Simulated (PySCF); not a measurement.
**Electron correlation in P⁺ (phosphorus, charge +1)**

[Ne] 3s1 3p2 4s1, high-spin 5P determinant (an excited configuration). Calculation: PySCF 2.14, in dyall-acv3z (19s12p6d4f, 113 functions); scalar relativity by spin-free X2C-1e. Frozen: [Ne]; 4 electrons correlated; the 23 highest virtual orbitals of each spin left out.

```
  level  correlation energy (mhartree)
   CCSD                         -25.86
    (T)                          -0.61
CCSD(T)                         -26.47
```

Diagnostics: T1 = 0.12, D1 = 0.3472, largest double amplitude 0.101.

The outer electron is Rydberg-like, and this basis confines it to a smaller radius and binds it less than a complete one would. T1 exceeds 0.03, a sign that the reference determinant is poor.

Cost of the coupled-cluster step: of the order of 20 core-seconds, for 4 correlated electrons.

Iterations:

```
CC2 = 0
CCSD nocc = (np.int64(4), np.int64(0)), nmo = (85, 85)
frozen orbitals [[0, 1, 2, 3, 4, 90, 91, 92, 93, 94, 95, 96, 97, 98, 99, 100, 101, 102, 103, 104, 105, 106, 107, 108, 109, 110, 111, 112], [0, 1, 2, 3, 4, 90, 91, 92, 93, 94, 95, 96, 97, 98, 99, 100, 101, 102, 103, 104, 105, 106, 107, 108, 109, 110, 111, 112]]
max_cycle = 100
direct = 0
conv_tol = 1e-08
conv_tol_normt = 1e-06
diis_space = 8
diis_start_cycle = 0
Init t2, MP2 energy = -0.0184549483035809
Init E_corr(UCCSD) = -0.0184549483037559
cycle = 1  E_corr(UCCSD) = -0.0238384441840826  dE = -0.00538349588  norm(t1,t2) = 0.0374743
cycle = 2  E_corr(UCCSD) = -0.025692818945652  dE = -0.00185437476  norm(t1,t2) = 0.0178777
cycle = 3  E_corr(UCCSD) = -0.0269581005762018  dE = -0.00126528163  norm(t1,t2) = 0.0113649
cycle = 4  E_corr(UCCSD) = -0.0269484300208222  dE = 9.67055538e-06  norm(t1,t2) = 0.00900365
cycle = 5  E_corr(UCCSD) = -0.0266195849873341  dE = 0.000328845033  norm(t1,t2) = 0.00917771
cycle = 6  E_corr(UCCSD) = -0.0260627631527307  dE = 0.000556821835  norm(t1,t2) = 0.00733093
cycle = 7  E_corr(UCCSD) = -0.0259370583316578  dE = 0.000125704821  norm(t1,t2) = 0.00248109
cycle = 8  E_corr(UCCSD) = -0.0258635935782781  dE = 7.34647534e-05  norm(t1,t2) = 0.00114868
cycle = 9  E_corr(UCCSD) = -0.0258723670607884  dE = -8.77348251e-06  norm(t1,t2) = 0.000392142
cycle = 10  E_corr(UCCSD) = -0.0258616479881449  dE = 1.07190726e-05  norm(t1,t2) = 0.000260267
cycle = 11  E_corr(UCCSD) = -0.0258589781352882  dE = 2.66985286e-06  norm(t1,t2) = 0.0001671
cycle = 12  E_corr(UCCSD) = -0.0258559722859785  dE = 3.00584931e-06  norm(t1,t2) = 5.71405e-05
cycle = 13  E_corr(UCCSD) = -0.0258561507197209  dE = -1.78433742e-07  norm(t1,t2) = 1.24714e-05
cycle = 14  E_corr(UCCSD) = -0.0258562282153675  dE = -7.74956466e-08  norm(t1,t2) = 3.26288e-06
cycle = 15  E_corr(UCCSD) = -0.0258561630865753  dE = 6.51287922e-08  norm(t1,t2) = 1.79834e-06
cycle = 16  E_corr(UCCSD) = -0.0258561660414536  dE = -2.95487832e-09  norm(t1,t2) = 1.97969e-07
UCCSD converged
E(UCCSD) = -340.618874218357  E_corr = -0.02585616604145363
UCCSD(T) correction = -0.00060889890351489
```
